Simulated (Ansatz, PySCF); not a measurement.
1-bromo-1-chlorocyclopropane (C3H4BrCl), SMILES ClC1(Br)CC1. Atoms are numbered in the order given.

```xyz
9

Cl     1.2074     1.5694     0.0000
C     -0.2464     0.5579     0.0000
Br     0.1467    -1.3424     0.0000
C     -1.4482     1.0339     0.7616
C     -1.4482     1.0339    -0.7616
H     -2.0509     0.2761     1.2850
H     -1.3510     1.9980     1.2843
H     -2.0509     0.2761    -1.2850
H     -1.3510     1.9980    -1.2843
```

Geometry: PBE-D3(BJ)/def2-SVP.

Vertical ionisation energy (IE) and electron affinity (EA) in eV. Rows of orbital energies are one-electron estimates. Where ΔSCF, EOM or ADC give a negative EA the extra electron is unbound and the value depends on the basis.

```csv
level,IE,EA
"−ε(HOMO), −ε(LUMO), r2SCAN/def2-TZVP (PySCF)",6.77,1.56
"−ε(HOMO), −ε(LUMO), PBE/def2-TZVP (PySCF)",6.50,1.72
"ΔSCF, PBE0/def2-SVPD (Ansatz), final states of multiplicity 2 and 2",9.89,-0.76
"ΔSCF, PBE/def2-SVPD (Ansatz), final states of multiplicity 2 and 2",[?],[?]
```

Question: What belongs in the gaps? (The exact figures need the calculation; the answer reports its results.)

Answer: 
- ΔSCF, PBE/def2-SVPD (Ansatz, a first-principles code), final states of multiplicity 2 and 2, IE: 9.50
- ΔSCF, PBE/def2-SVPD (Ansatz), final states of multiplicity 2 and 2, EA: -0.63

Question: What vertical singlet–triplet gap does ΔSCF give with PBE0/def2-SVPD (Ansatz) and with PBE/def2-SVPD (Ansatz)? (Estimate from the structure and the level; the computed values follow.)

Answer: 4.89 and 4.61 eV (triplet above singlet where positive).
